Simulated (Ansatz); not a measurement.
Consider the ligand exchange at the Si–O bond: `[SiH3]O[SiH](Cl)O[SiH3]` + HCl → `[SiH3]O[SiH](Cl)Cl` + silanol.

Gas-phase electronic energies from Ansatz, PBE0-D4/def2-TZVP geometries. CBS: MP2 limit from def2 TZ/QZ plus the TZ coupled-cluster correction, frozen cores. This one scheme is used for every species. DFT in def2-TZVPP. One conformer a species, not always the lowest.

Task: Is it downhill or uphill in electronic energy at CCSD(T)/CBS, and by how much? (An estimate is asked.)

Result: Computed: Uphill: ΔE = +7.8 kcal/mol.

Task: What do these levels give: PBE-D4, r2SCAN-D4, ωB97M-V, B2PLYP, r2SCAN, PBE0, MP2/def2-TZVPP, SCS-MP2/def2-TZVPP, CCSD/def2-TZVPP, MP2/def2-QZVPP, HF/CBS(def2), MP2/CBS(def2)? (Estimate.)

Result: The calculation gave: PBE-D4 5.0, r2SCAN-D4 6.7, ωB97M-V 7.0, B2PLYP 7.3, r2SCAN 6.3, PBE0 5.0, MP2/def2-TZVPP 7.4, SCS-MP2/def2-TZVPP 8.2, CCSD/def2-TZVPP 8.9, MP2/def2-QZVPP 7.1, HF/CBS(def2) 10.1, MP2/CBS(def2) 6.6 kcal/mol.

Largest T1 diagnostic among the species: 0.011.

From PBE to PBE0 (25 % exact exchange), in def2-TZVPP and without D4, ΔE moves by +1.1 kcal/mol. In def2-TZVPP, CCSD(T) changes the Hartree–Fock value by −1.1 kcal/mol (the triples alone add −0.4 kcal/mol) and MP2 by −2.2 kcal/mol.
